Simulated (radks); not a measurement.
Effect of the nuclear size on the chlorine ion Cl2+, [Ne] 3s2 3p3. All-electron calculation, Dirac Kohn-Sham, PBE, spin-unpolarised, spherical densities, finite nucleus; open shells are shared between the two j in proportion to 2j + 1; Fermi nuclear charge, rms radius 3.3654 fm. Program: a radial shooting solver on a logarithmic mesh with Libxc functionals. The rms radius is varied about that value; shifts are against it.

rms radius (fm)  total energy shift (eV)  density at nucleus (e/bohr^3)  1s1/2 shift (meV)  2s1/2 shift (meV)
2.763                           -0.00459                           3611              -1.92             -0.140
3.0726                          -0.00234                           3604             -0.981             -0.071
3.3654                                 0                           3598              0.000              0.000
3.5471                           0.00156                           3594              0.653              0.047
4.0721                           0.00650                           3585               2.73              0.198

Slopes of the eigenvalues against <r^2> in GHz/fm^2, as finite differences over the two radii next to the reference (eigenvalue slopes, not the field-shift constants of lines): 1s1/2 126, 2s1/2 9.13.
